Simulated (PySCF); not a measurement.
B(Cl)2(NCO) (CBCl2NO), SMILES O=C=NB(Cl)Cl. Atoms are numbered in the order given.

```xyz
6

B      0.0000     0.0000     0.4285
Cl     0.0000     1.5226     1.3160
Cl     0.0000    -1.5226     1.3160
N      0.0000     0.0000    -0.9777
C      0.0000     0.0000    -2.1869
O      0.0000     0.0000    -3.3651
```

Geometry: PBE-D3(BJ)/def2-SVP. The structure was generated by enumeration, and PubChem lists no compound with its InChIKey, so it may never have been made. Other conformers were not sampled.

Level of theory: CAM-B3LYP/def2-TZVP run with PySCF.

Symmetry labels are those of the subgroup C2v that the program uses (full group C2v).

Computed valence orbital energies around the gap with their symmetry:
```csv
orbital,symmetry,energy (eV)
HOMO−7,A1,-15.25
HOMO−6,B2,-13.97
HOMO−5,B1,-12.81
HOMO−4,A1,-11.57
HOMO−3,A2,-11.13
HOMO−2,B2,-11.08
HOMO−1,B1,-10.92
HOMO,B2,-10.37
LUMO,B1,-0.93
LUMO+1,A1,1.29
LUMO+2,B2,1.47
LUMO+3,A1,2.59
```
